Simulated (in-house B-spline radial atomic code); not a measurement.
How numerical settings move a run on Fe²⁺, [Ar] 3d6. Computed with an all-electron radial atomic-structure program (B-spline basis): scalar-relativistic (X2C) CAM-B3LYP, spin-polarised, spherical fractional occupations, Fermi nucleus of rms radius 3.7377 fm.

Command:
```bash
python run_scf.py task.json out
```
Settings of the sound reference run:
```
Z                26
electrons        24
configuration    [Ar] 3d6
hamiltonian      x2c
method           camb3lyp
spin_polarised   True
nucleus          fermi
rms_radius       3.7377
mass_number      56
atomic_mass      55.93494
speed_of_light   137.036
knot_spacing     0.22
spline_order     8
gauss_points     12
box_radius       22.22
max_iterations   70
damping          0.5
damped_steps     3
diis_vectors     10
tolerance        1e-08
start            Thomas-Fermi
```

Cost of the run: 0.5 s on 1 thread of Intel(R) Xeon(R) 6975P-C, with other jobs on the host.

It converges in 11 iterations to -1271.703745 hartree, with 3d down at -20.8426 eV. The other runs change the listed settings, some to values that make no sense; their results aren't properties of the atom or ion. Radii are in bohr (the nuclear one in fm), a minus after a letter asks for a j subshell, and «unchanged» means within 1e-8 hartree. The run stops when the residual is below 10 × tolerance × max(1, Z/10), or a noise floor if that is larger, and the energy moves by less than 1e-8 × √|E| hartree; so very loose and very tight tolerances often act alike.

```tsv
changed settings	outcome
electrons = 27, configuration = [Ar] 3d6 4s3, max_iterations = 100	stopped with error: shell 4s holds at most 1 electrons (per spin)
first_knot = 0.000385	converged in 11 iterations, energy +8.99e-05 hartree from the reference
damped_steps = 0	converged in 9 iterations, energy unchanged, 3d down level -1.6e-05 eV
first_knot = 0.115	converged in 11 iterations, energy +8.12e-01 hartree from the reference, 3d down level -2.6e-03 eV
knot_spacing = 1.4, gauss_points = 4, box_radius = 88.88, max_iterations = 60, damping = 0.8	converged in 11 iterations, energy +5.91e+01 hartree from the reference, 3d down level -4.6e+00 eV
max_iterations = 5, tolerance = 1e-06	not converged after 5 iterations, last residual 3.8e-03, last energy +3.37e-04 hartree from the reference
first_knot = 0.00385	converged in 11 iterations, energy -3.07e-03 hartree from the reference, 3d down level +8.7e-06 eV
first_knot = 0.0115	converged in 11 iterations, energy +4.82e-03 hartree from the reference, 3d down level -1.6e-05 eV
first_knot = 3.85e-05	converged in 11 iterations, energy +9.86e-08 hartree from the reference, 3d down level -1.6e-06 eV
damped_steps = 8	converged in 15 iterations, energy unchanged, 3d down level +6.9e-07 eV
box_radius = 6.67, first_knot = 0.000385, max_iterations = 12, tolerance = 0.001	converged in 9 iterations, energy +1.41e-04 hartree from the reference, 3d down level +5.2e-03 eV (the program warns: 3d down reaches the box edge; 3d up reaches the box edge)
diis_vectors = 20	converged in 11 iterations, energy unchanged
hamiltonian = dirac, method = r2scan, spin_polarised = False	stopped with error: meta-GGAs are not served with the Dirac Hamiltonian
diis_vectors = 0	converged in 23 iterations, energy unchanged, 3d down level +2.6e-06 eV
```

(1) What happens with diis_vectors = 4?

(2) What happens with first_knot = 3.85e-06?

(3) What happens with diis_vectors = 2?

(4) What happens with first_knot = 0.0385?

## Answers

(1) Converged in 11 iterations, energy unchanged, 3d down level -4.1e-06 eV.

(2) Converged in 10 iterations, energy +1.08e-06 hartree from the reference, 3d down level +1.8e-05 eV.

(3) Converged in 12 iterations, energy unchanged, 3d down level +3.1e-06 eV.

(4) Converged in 11 iterations, energy +9.10e-02 hartree from the reference, 3d down level -2.9e-04 eV.
